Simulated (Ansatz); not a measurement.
The cluster Zn2Se, relaxed as a singlet with RKS PBE0-D4/def2-TZVP in Ansatz, starting from the GFN1-xTB geometry. Force threshold 0.02 eV/Å.

The restricted singlet is unstable: a solution with broken spin symmetry lies lower. At PBE0-D4/def2-TZVP a triplet of charge 0 lies 0.25 eV below the restricted singlet, each at its own geometry. The structure comes from a short search, and lower isomers may exist.

Start:

```xyz
3

Zn   -0.687    1.850   -0.419
Zn    1.536   -1.252    0.383
Se   -0.848   -0.599    0.036
```

(1) Estimate the energy that the relaxation releases and the steps that it takes.

(2) Does the start keep its bonding and symmetry?

(3) Predict the relaxed structure.

Results:

(1) 0.45 eV, in 7 steps; 11 s on 4 threads of INTEL XEON PLATINUM 8581C on a shared host. No frequencies were taken in this run, so the end may be a saddle point.

(2) By distances, no bond broke or formed. The bond that changes most is Zn1–Se3, from 2.50 to 2.34 Å (atoms count from 1). Point group C2v at the start, D∞h at the end, both within 0.05 Å; within 0.015 Å the end is C∞v.

(3) 
Cartesian coordinates in Å:
```
Zn -1.3301 1.8685 -0.4825
Zn 1.3420 -1.8600 0.4820
Se -0.0120 -0.0084 0.0005
```
Bond lengths (bridged metal pairs left out): 2 × Se–Zn 2.34 Å.
